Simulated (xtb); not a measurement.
C3H9In, charge +1, doublet, at a GFN2-xTB geometry (such geometries of metal compounds can be far from the true shape) (a state made from the parent by changing its charge; the spin is typed, not shown lowest); GFN1-xTB (xtb).

xtb was given this input:
```
$ xtb mol.xyz --gfn 1 --chrg 1 --uhf 1 --json

# file mol.xyz
13

In    -0.01459449     0.12307668    -0.08003243
C     -1.21332375    -1.90868512     0.19751126
H     -0.58880252    -2.67841394    -0.24526533
H     -2.12601746    -1.71911321    -0.35790670
H     -1.36965118    -2.03756831     1.26400781
C     -0.21507133     2.01031358    -1.29366667
H      0.68750489     2.11902042    -1.89540330
H     -0.32159150     2.84485438    -0.60032830
H     -1.09837796     1.90884052    -1.92477681
C      1.50549555    -0.75577286     1.52126054
H      2.31397170    -0.03254945     1.49570674
H      1.79109384    -1.74329790     1.17263736
H      0.96439733    -0.76766314     2.46228666
```

Write the output that xtb gives for this input, abridged.


```
   ID    Z sym.   atoms
    1   49 In     1
    2    6 C      2, 6, 10
    3    1 H      3-5, 7-9, 11-13

           -------------------------------------------------
          |                Calculation Setup                |
           -------------------------------------------------

           -------------------------------------------------
          |                 G F N 1 - x T B                 |
           -------------------------------------------------

          ...................................................
          :                      SETUP                      :
          :.................................................:
          :  # basis functions                  40          :
          :  # atomic orbitals                  39          :
          :  # shells                           27          :
          :  # electrons                        23          :
          :  # halogen bonds                     0          :
          :  max. iterations                   250          :
          :  Hamiltonian                  GFN1-xTB          :
          :  restarted?                      false          :
          :  GBSA solvation                  false          :
          :  PC potential                    false          :
          :  electronic temp.          300.0000000     K    :
          :  accuracy                    1.0000000          :
          :  -> integral cutoff          0.2500000E+02      :
          :  -> integral neglect         0.1000000E-07      :
          :  -> SCF convergence          0.1000000E-05 Eh   :
          :  -> wf. convergence          0.2000000E-04 e    :
          :  Broyden damping             0.4000000          :
          :  net charge                          1          :
          :  unpaired electrons                  1          :
          ...................................................

 iter      E             dE          RMSdq      gap      omega  full diag
   1    -12.3219334 -0.123219E+02  0.686E+00    3.45       0.0  T
   2    -12.3289488 -0.701536E-02  0.412E+00    3.67       1.0  T
   3    -12.3276359  0.131283E-02  0.579E-01    3.45       1.0  T
   4    -12.3303240 -0.268807E-02  0.215E-01    3.66       1.0  T
   5    -12.3303685 -0.445447E-04  0.116E-01    3.61       1.0  T
   6    -12.3306042 -0.235702E-03  0.189E-02    3.61       1.5  T
   7    -12.3306078 -0.354415E-05  0.691E-03    3.61       4.0  T
   8    -12.3306080 -0.242998E-06  0.301E-04    3.61      92.1  T
   9    -12.3306080 -0.105713E-09  0.109E-04    3.61     254.2  T
  10    -12.3306080 -0.130758E-09  0.291E-05    3.61     952.4  T

   *** convergence criteria satisfied after 10 iterations ***

         :::::::::::::::::::::::::::::::::::::::::::::::::::::
         ::                     SUMMARY                     ::
         :::::::::::::::::::::::::::::::::::::::::::::::::::::
         :: total energy             -12.173219407076 Eh    ::
         :: gradient norm              0.011214364613 Eh/a0 ::
         :: HOMO-LUMO gap              3.611882761949 eV    ::
         ::.................................................::
         :: SCC energy               -12.330608035418 Eh    ::
         :: -> electrostatic           0.081576124662 Eh    ::
         :: repulsion energy           0.160772940866 Eh    ::
         :: dispersion energy         -0.003384312525 Eh    ::
         :: halogen bond corr.         0.000000000000 Eh    ::
         :: add. restraining           0.000000000000 Eh    ::
         :: total charge               1.000000000000 e     ::
         :::::::::::::::::::::::::::::::::::::::::::::::::::::

           -------------------------------------------------
          |                Property Printout                |
           -------------------------------------------------

    * Orbital Energies and Occupations

         #    Occupation            Energy/Eh            Energy/eV
      -------------------------------------------------------------
         1        2.0000           -0.8406807             -22.8761
         2        2.0000           -0.7849156             -21.3586
         3        2.0000           -0.7831328             -21.3101
         4        2.0000           -0.7477469             -20.3472
         5        2.0000           -0.6891517             -18.7528
         6        2.0000           -0.6886018             -18.7378
         7        2.0000           -0.6821689             -18.5628
         8        2.0000           -0.6821134             -18.5613
         9        2.0000           -0.6703162             -18.2402
        10        2.0000           -0.6701661             -18.2361
        11        1.9996           -0.5772984             -15.7091
        12        1.0004           -0.5622931             -15.3008 (HOMO)
        13                         -0.4295588             -11.6889 (LUMO)
        14                         -0.3206467              -8.7252
        15                         -0.3174322              -8.6378
        16                         -0.3116912              -8.4815
        17                         -0.3039225              -8.2702
        18                         -0.3032556              -8.2520
        19                         -0.2903817              -7.9017
        20                         -0.2863054              -7.7908
        21                         -0.2750675              -7.4850
        22                         -0.2088104              -5.6820
        23                         -0.2038212              -5.5463
       ...                                ...                  ...
        39                          0.4075154              11.0891
      -------------------------------------------------------------
                  HL-Gap            0.1327342 Eh            3.6119 eV
             Fermi-level           -0.5328608 Eh          -14.4999 eV

  Mulliken/CM5 charges         n(s)   n(p)   n(d)
     1In    0.63797  0.62984   1.664  0.652  0.046
     2C    -0.09220 -0.24278   1.062  3.030  0.000
     3H     0.07456  0.12562   0.925  0.000  0.000
     4H     0.07996  0.13127   0.920  0.000  0.000
     5H     0.07308  0.12414   0.927  0.000  0.000
     6C    -0.12551 -0.27574   1.023  3.102  0.000
     7H     0.07227  0.12316   0.928  0.000  0.000
     8H     0.07235  0.12323   0.928  0.000  0.000
     9H     0.07179  0.12267   0.928  0.000  0.000
    10C    -0.09196 -0.24255   1.062  3.030  0.000
    11H     0.08000  0.13132   0.920  0.000  0.000
    12H     0.07316  0.12422   0.927  0.000  0.000
    13H     0.07453  0.12559   0.925  0.000  0.000

Wiberg/Mayer (AO) data.
largest (>0.10) Wiberg bond orders for each atom

 ---------------------------------------------------------------------------
     #   Z sym  total        # sym  WBO       # sym  WBO       # sym  WBO
 ---------------------------------------------------------------------------
     1  49 In   1.732 --     6 C    0.635     2 C    0.443    10 C    0.441
     2   6 C    3.798 --     5 H    0.976     3 H    0.972     4 H    0.963
                             1 In   0.443     6 C    0.229    10 C    0.202
     3   1 H    0.996 --     2 C    0.972
     4   1 H    0.997 --     2 C    0.963
     5   1 H    0.996 --     2 C    0.976
     6   6 C    3.994 --     9 H    0.966     7 H    0.965     8 H    0.965
                             1 In   0.635     2 C    0.229    10 C    0.227
     7   1 H    0.996 --     6 C    0.965
     8   1 H    0.996 --     6 C    0.965
     9   1 H    0.996 --     6 C    0.966
    10   6 C    3.794 --    12 H    0.975    13 H    0.972    11 H    0.963
                             1 In   0.441     6 C    0.227     2 C    0.202
    11   1 H    0.997 --    10 C    0.963
    12   1 H    0.996 --    10 C    0.975
    13   1 H    0.996 --    10 C    0.972
 ---------------------------------------------------------------------------

Topologies differ in total number of bonds
Writing topology from bond orders to xtbtopo.mol

 dipole moment from electron density (au)
     X       Y       Z
   0.0293  -0.2611   0.1688  total (Debye):    0.794

           -------------------------------------------------
          | TOTAL ENERGY              -12.173219407076 Eh   |
          | GRADIENT NORM               0.011214364613 Eh/α |
          | HOMO-LUMO GAP               3.611882761949 eV   |
           -------------------------------------------------

normal termination of xtb
```
